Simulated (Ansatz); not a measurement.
Relaxation of CH₈BNO (12 atoms, charge 0, multiplicity 1), to a largest force component of 0.03 eV/Å in at most 50 steps.

All numbers below come from RHF/def2-SVP (Ansatz).

```xyz
12
Properties=species:S:1:pos:R:3
B -0.050 -0.183 0.001
O 0.004 -0.484 1.354
H -0.835 -0.617 1.766
C 1.330 -0.036 -0.764
H 1.723 -1.031 -1.001
H 1.248 0.516 -1.703
H 2.074 0.457 -0.137
N -1.287 -0.088 -0.672
H -2.180 -0.194 -0.239
H -1.343 0.103 -1.650
H -0.037 2.102 0.747
H 0.124 1.736 1.333
```

Question: Where does it end, and by what steps?

Answer: The run converged. The force dipped under the threshold on the way, but the program's further checks kept it going. After 32 steps the energy has fallen by 0.306 eV; H11 moved furthest, 2.32 Å.

| step | energy less start (eV) | largest force component (eV/Å) | accepted |
| --- | --- | --- | --- |
| 0 | 0.0000 | 1.222 | yes |
| 2 | -0.2289 | 0.186 | yes |
| 4 | -0.2680 | 0.270 | yes |
| 6 | -0.2797 | 0.284 | yes |
| 8 | -0.2849 | 0.127 | yes |
| 10 | -0.2890 | 0.171 | yes |
| 12 | -0.2923 | 0.302 | no |
| 14 | -0.2937 | 0.042 | yes |
| 16 | -0.2973 | 0.092 | yes |
| 18 | -0.2993 | 0.322 | yes |
| 20 | -0.3022 | 0.011 | yes |
| 22 | -0.3020 | 0.204 | no |
| 24 | -0.3043 | 0.076 | yes |
| 26 | -0.3050 | 0.035 | yes |
| 28 | -0.3055 | 0.029 | yes |
| 30 | -0.3059 | 0.053 | yes |
| 32 | -0.3063 | 0.018 | yes |

```xyz
12
Properties=species:S:1:pos:R:3
B -0.153 -0.262 -0.327
O -0.198 0.113 0.990
H -1.051 0.085 1.391
C 1.267 -0.241 -1.035
H 1.960 -0.897 -0.501
H 1.241 -0.553 -2.082
H 1.692 0.765 -0.990
N -1.324 -0.645 -1.017
H -2.237 -0.669 -0.611
H -1.311 -0.921 -1.976
H 0.444 3.065 2.801
H 0.443 2.440 2.392
```

Whether the end is a true minimum wasn't checked by a vibrational analysis.

Run time: 33 s on 2 threads of Intel(R) Xeon(R) Platinum 8488C (Sapphire Rapids), on a shared host, peak memory 0.18 GiB.
